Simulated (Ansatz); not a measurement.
H8Si3, charge +1, doublet, geometry from GFN2-xTB (a state made from the parent by changing its charge; the spin is typed, not shown lowest). Base run: MP2/STO-3G (Ansatz, a quantum-chemistry and plane-wave program).

Here is a job for Ansatz.
Ansatz 0.2 input:
```yaml
crystal:
  periodic: [false, false, false]
  atoms:
    - {symbol: Si, position_ang: [1.73006259, 0.88617971, -0.01821925]}
    - {symbol: Si, position_ang: [0.21430832, -1.03910606, -0.11847187]}
    - {symbol: Si, position_ang: [-1.93611862, 0.11291389, 0.13212917]}
    - {symbol: H, position_ang: [3.05494759, 0.29289400, -0.13804698]}
    - {symbol: H, position_ang: [1.35438441, 1.72882927, -1.14918317]}
    - {symbol: H, position_ang: [1.47531091, 1.50967649, 1.27664176]}
    - {symbol: H, position_ang: [0.46584425, -2.03082472, 0.92986925]}
    - {symbol: H, position_ang: [0.32388443, -1.79829328, -1.36643948]}
    - {symbol: H, position_ang: [-2.00324331, 1.05008294, -0.98479523]}
    - {symbol: H, position_ang: [-1.86962290, 0.76938187, 1.43401237]}
    - {symbol: H, position_ang: [-2.91703742, -0.96157215, 0.06180881]}
basis:
  gaussian:
    orbitals: STO-3G
total_charge: 1
magnetization: {spin_polarized: true, initial_magnetization: 1}
correlation: {method: mp2}
```

The base run was repeated with changes; each row names its change, and settings that it needs were set with it.

```json
[
 {"change": "base", "basis functions": "35", "E (Eh)": "-861.34906", "MP2 correlation (Eh)": "-0.11511"},
 {"change": "basis = 6-31G", "basis functions": "55", "E (Eh)": "-871.08883", "MP2 correlation (Eh)": "-0.15645"},
 {"change": "basis = 6-31G*", "basis functions": "73", "E (Eh)": "-871.28917", "MP2 correlation (Eh)": "-0.22161"},
 {"change": "basis = 6-31+G*", "basis functions": "85", "E (Eh)": "-871.29343", "MP2 correlation (Eh)": "-0.22385"},
 {"change": "basis = def2-SVP", "basis functions": "94", "E (Eh)": "-871.13211", "MP2 correlation (Eh)": "-0.28889"},
 {"change": "basis = pcseg-1", "basis functions": "94", "E (Eh)": "-871.32074", "MP2 correlation (Eh)": "-0.26667"},
 {"change": "basis = 6-311G**", "basis functions": "129", "E (Eh)": "-871.43652", "MP2 correlation (Eh)": "-0.29447"},
 {"change": "basis = aug-pcseg-1", "basis functions": "153", "E (Eh)": "-871.34029", "MP2 correlation (Eh)": "-0.28179"},
 {"change": "basis = 6-311+G(2d,p)", "basis functions": "153", "E (Eh)": "-871.46014", "MP2 correlation (Eh)": "-0.30449"},
 {"change": "basis = def2-TZVPD", "basis functions": "201", "E (Eh)": "-871.49338", "MP2 correlation (Eh)": "-0.33367"},
 {"change": "basis = pcseg-2", "basis functions": "214", "E (Eh)": "-871.49755", "MP2 correlation (Eh)": "-0.34556"},
 {"change": "basis = pc-2", "basis functions": "214", "E (Eh)": "-871.50006", "MP2 correlation (Eh)": "-0.34595"},
 {"change": "basis = def2-TZVPP", "basis functions": "238", "E (Eh)": "-871.51642", "MP2 correlation (Eh)": "-0.35607"}
]
```

Totals compare only among sets that treat the same electrons; sets with core potentials leave the core out.
